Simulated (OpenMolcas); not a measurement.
**F+: effect of the level shift or regulariser**

- Program: OpenMolcas
- Basis: ANO-RCC-VDZP [3s2p1d]
- Scalar Hamiltonian: DKH2, point nucleus
- Active space: 4 electrons in 3 orbitals (2p)
- State averaging: 2S+1 = 3 even, 3 roots; 2S+1 = 1 even, 6 roots
- Spin-orbit coupling: RASSI with atomic mean-field integrals over the reference wave functions, term energies averaged over their components

Methods on the same reference wave functions:
A. CASSCF
B. SS-CASPT2, IPEA 0.25 Eh, imaginary shift 0.1 Eh (closed shells correlated: 1s 2s)
C. SS-CASPT2, IPEA 0.25 Eh, real shift 0.2 Eh (closed shells correlated: 1s 2s)

Energies in cm⁻¹ above 2s² 2p⁴ ³P₂, the measured ground level; measured values from NIST Handbook of Basic Atomic Spectroscopic Data.

```csv
Level,A,B,C,Measured
2s² 2p⁴ ³P₂,0.0,0.0,0.0,0.0
2s² 2p⁴ ³P₁,328,328,328,341
2s² 2p⁴ ³P₀,487,486,486,490
2s² 2p⁴ ¹D₂,22747,22110,22110,20873
2s² 2p⁴ ¹S₀,56397,49010,49070,44918
```

Deviations, from unrounded energies. A percentage is the sum of absolute deviations over the sum of measured energies, with the sign that they share, or ± where signs differ.

| Against measurement | Levels | A | B | C |
| --- | --- | --- | --- | --- |
| mean absolute deviation (cm-1) | 4 | 3300 | 1300 | 1400 |
| fine structure of the ground term (%) | 2 | -1.9 | -2.0 | -2.0 |
| other terms of the ground configuration (%) | 2 | +20.3 | +8.1 | +8.2 |

B, C lie about equally close to measurement and A furthest from it. The largest miss of B in the table is 2s² 2p⁴ ¹S₀, by +4100 cm-1. The ranking rests on the paired levels alone, and a cruder setting can come out closer through cancelling errors.

Between B and C the level of the table that moves most is 2s² 2p⁴ ¹S₀, by 59 cm-1 (lowest in B, highest in C). Moves below CASPT2's spread within the term are not significant.

The mean deviations of B to C differ by less than CASPT2's widest spread within a term (63 cm-1), so their order carries little weight.

From A to B the spin-free energies of the other terms of 2s² 2p⁴ shown, above ³P, scale by factors of 0.87 to 0.97.

The lowest spin-free term lies below A's lowest term by 0.099 hartree in B, 0.099 hartree in C.

CASPT2 breaks the degeneracy within a term, and the mean is taken; among the terms shown or strongly mixed into the levels shown the widest spread is 63 cm-1 (2s² 2p⁴ ¹D, B). With the s shell closed, the reference lacks s² → p² mixing. Without dynamic correlation excited terms often stand tens of per cent too high (terms of higher spin than the ground term too low), and those without a measured partner can miss by more than the paired ones (holds for A). Computed and measured levels are paired by configuration, term and J; levels that our copy of the source lacks, or whose pairing is in doubt (as where it misses far off the trend of its configuration), stay unpaired and out of the deviations. Only configurations of the active space appear.
